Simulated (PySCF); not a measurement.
Species: C8H9F.
Cartesian coordinates in Å at the PBE0-D3(BJ)/def2-SVP level; atoms count from 1:
```
atom  x, y, z in Å
F1     1.368   -0.640    2.078
C2     1.875   -0.306    0.832
C3     0.945    0.558    0.068
C4     1.197    1.799   -0.425
C5     0.040    2.275   -1.168
C6    -0.927    1.327   -1.128
C7    -0.426    0.182   -0.349
C8    -0.807   -1.256   -0.681
C9    -1.350   -0.641    0.546
H10    2.068   -1.256    0.300
H11    2.840    0.207    0.976
H12    2.127    2.355   -0.289
H13   -0.029    3.245   -1.663
H14   -1.923    1.377   -1.569
H15   -1.464   -1.396   -1.543
H16   -0.015   -2.003   -0.586
H17   -0.927   -0.932    1.509
H18   -2.399   -0.336    0.564
```

Method used: PBE0-D3(BJ)/def2-SVP geometry optimisation, gas phase (PySCF).

Masses are those of the commonest isotopes; rigid-rotor values at the optimised geometry. The values belong to one conformer with, in the numbering `[F:1][CH2:2][C:3]1=[CH:4][CH:5]=[CH:6][C:7]12[CH2:8][CH2:9]2`, F1–C2–C3–C4 122°.

Problem. Give the principal moments of inertia and the rotational constants in cm⁻¹.

Solution. Ia = 213.26, Ib = 307.22, Ic = 458.82 u·Å²; 505379 MHz·u·Å²/I gives 2370, 1645 and 1101 MHz, that is A = 0.07905, B = 0.05487, C = 0.03674 cm⁻¹.

Problem. What kind of rotor is it?

Solution. An asymmetric top: κ = (2 × 1645 − 2370 − 1101)/(2370 − 1101) = -0.14.

Problem. Is it planar, by Δ = Ic − Ia − Ib?

Solution. Not planar: Δ = Ic − Ia − Ib = -61.65 u·Å². For a rigid frame Δ = −2 Σ m c², so Σ m c² = 30.83 u·Å² lies off the ab plane: 9.18 from hydrogen and 21.65 from heavier atoms. The atom farthest from that plane is 1.49 Å away.

Problem. List the rotational levels J(Ka,Kc) to J = 5 (MHz).

Solution. Above 0(0,0):
J = 1: 1(0,1) 2746, 1(1,1) 3471, 1(1,0) 4015
J = 2: 2(0,2) 8028, 2(1,2) 8421, 2(1,1) 10051, 2(2,1) 12226, 2(2,0) 12437
J = 3: 3(0,3) 15573, 3(1,3) 15731, 3(1,2) 18936, 3(2,2) 20465, 3(2,1) 21371, 3(3,1) 25562, 3(3,0) 25618
J = 4: 4(0,4) 25273, 4(1,4) 25325, 4(1,3) 30407, 4(2,3) 31281, 4(2,2) 33461, 4(3,2) 36853, 4(3,1) 37206, 4(4,1) 43581, 4(4,0) 43593
J = 5: 5(0,5) 37140, 5(1,5) 37155, 5(1,4) 44153, 5(2,4) 44550, 5(2,3) 48505, 5(3,3) 50917, 5(3,2) 52069, 5(4,2) 57776, 5(4,1) 57879, 5(5,1) 66323, 5(5,0) 66326
The levels of one J sum to (2J + 1)J(J + 1)(A + B + C)/3.

Problem. Which lines would a microwave search look for?

Solution. The dipole components are |μa| = 0.80 D, |μb| = 0.42 D, |μc| = 1.09 D. Intensities carry the squares of the components, which stand as 0.54 : 0.15 : 1.00 (a : b : c). Some lines, for components of 0.1 D or more:

| type | branch | J(Ka,Kc) | MHz | lower level (cm⁻¹) |
| --- | --- | --- | --- | --- |
| c | Q | 2(1,2) ← 2(0,2) | 392 | 0.268 |
| a | Q | 1(1,0) ← 1(1,1) | 544 | 0.116 |
| c | Q | 1(1,1) ← 1(0,1) | 725 | 0.092 |
| b | Q | 1(1,0) ← 1(0,1) | 1268 | 0.092 |
| a | Q | 2(1,1) ← 2(1,2) | 1631 | 0.281 |
| c | Q | 2(2,1) ← 2(1,1) | 2174 | 0.335 |
| b | Q | 2(2,0) ← 2(1,1) | 2386 | 0.335 |
| a | R | 1(0,1) ← 0(0,0) | 2746 | 0.000 |
| b | R | 1(1,1) ← 0(0,0) | 3471 | 0.000 |
| b | Q | 2(2,1) ← 2(1,2) | 3805 | 0.281 |
| c | R | 1(1,0) ← 0(0,0) | 4015 | 0.000 |
| a | R | 2(1,2) ← 1(1,1) | 4949 | 0.116 |
| a | R | 2(0,2) ← 1(0,1) | 5282 | 0.092 |
| c | R | 2(1,1) ← 1(0,1) | 7305 | 0.092 |
| c | R | 2(2,0) ← 1(1,0) | 8422 | 0.134 |
| c | R | 2(2,1) ← 1(1,1) | 8754 | 0.116 |
| b | R | 2(2,0) ← 1(1,1) | 8966 | 0.116 |

PBE0-D3(BJ)/def2-SVP frequencies: not computed here. These are rigid-rotor constants of the computed structure; measured ground-state constants (B0) also hold zero-point vibration.
